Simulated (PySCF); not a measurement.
CH8O2Si3, SMILES O=CO[SiH2][SiH2][SiH3]. Atoms are numbered in the order given.

```xyz
14

O      0.5317     1.5972     0.5682
C      1.7106     1.3622     0.4137
O      2.2192     0.1468     0.2414
Si     1.1236    -1.2134     0.2547
Si    -0.7761    -0.7570    -1.0464
Si    -2.3343     0.4953     0.1917
H      2.4977     2.1412     0.3965
H      0.7783    -1.4755     1.6774
H      1.9895    -2.3063    -0.2512
H     -1.3479    -2.0621    -1.4978
H     -0.3198    -0.0206    -2.2614
H     -2.2659     1.9329    -0.1742
H     -2.0754     0.3202     1.6466
H     -3.7118    -0.0026    -0.0956
```
Charge 0, spin multiplicity 1.

Geometry optimised at TPSSh-D3(BJ)/def2-SVP. The structure was generated by enumeration, and PubChem lists no compound with its InChIKey, so it may never have been made. The values are those of a single conformer.

Calculation: PBE/def2-TZVP in PySCF.

Atomic charges (e):

```json
[
 {"atom": "O1", "IAO": "-0.43", "Mulliken": "___", "Löwdin": "0.13"},
 {"atom": "C2", "IAO": "0.37", "Mulliken": "0.21", "Löwdin": "-0.48"},
 {"atom": "O3", "IAO": "-0.52", "Mulliken": "___", "Löwdin": "0.15"},
 {"atom": "Si4", "IAO": "0.64", "Mulliken": "0.25", "Löwdin": "0.14"},
 {"atom": "Si5", "IAO": "0.11", "Mulliken": "0.00", "Löwdin": "0.02"},
 {"atom": "Si6", "IAO": "0.29", "Mulliken": "___", "Löwdin": "0.08"},
 {"atom": "H7", "IAO": "0.14", "Mulliken": "0.11", "Löwdin": "0.12"},
 {"atom": "H8", "IAO": "-0.10", "Mulliken": "___", "Löwdin": "-0.02"},
 {"atom": "H9", "IAO": "-0.10", "Mulliken": "___", "Löwdin": "-0.02"},
 {"atom": "H10", "IAO": "-0.08", "Mulliken": "-0.01", "Löwdin": "-0.02"},
 {"atom": "H11", "IAO": "-0.07", "Mulliken": "0.00", "Löwdin": "-0.01"},
 {"atom": "H12", "IAO": "-0.08", "Mulliken": "___", "Löwdin": "-0.02"},
 {"atom": "H13", "IAO": "-0.08", "Mulliken": "___", "Löwdin": "-0.02"},
 {"atom": "H14", "IAO": "-0.10", "Mulliken": "___", "Löwdin": "-0.03"}
]
```

What belongs in the gaps? (The exact figures need the calculation; the answer reports its results.)


- O1, Mulliken: -0.28
- O3, Mulliken: -0.25
- Si6, Mulliken: 0.05
- H8, Mulliken: -0.01
- H9, Mulliken: -0.02
- H12, Mulliken: 0.00
- H13, Mulliken: -0.01
- H14, Mulliken: -0.02

Computed Mayer and Wiberg (Löwdin basis) orders of the bonds:
| bond | Mayer | Wiberg |
|---|---|---|
| O1–C2 | 1.94 | 2.69 |
| C2–O3 | 1.24 | 1.85 |
| O3–Si4 | 0.95 | 1.26 |
| Si4–Si5 | 0.96 | 1.12 |
| Si5–Si6 | 0.95 | 1.17 |
| C2–H7 | 0.93 | 0.88 |
| Si4–H8 | 0.92 | 0.93 |
| Si4–H9 | 0.93 | 0.93 |
| Si5–H10 | 0.92 | 0.92 |
| Si5–H11 | 0.92 | 0.92 |
| Si6–H12 | 0.94 | 0.96 |
| Si6–H13 | 0.94 | 0.96 |
| Si6–H14 | 0.93 | 0.95 |
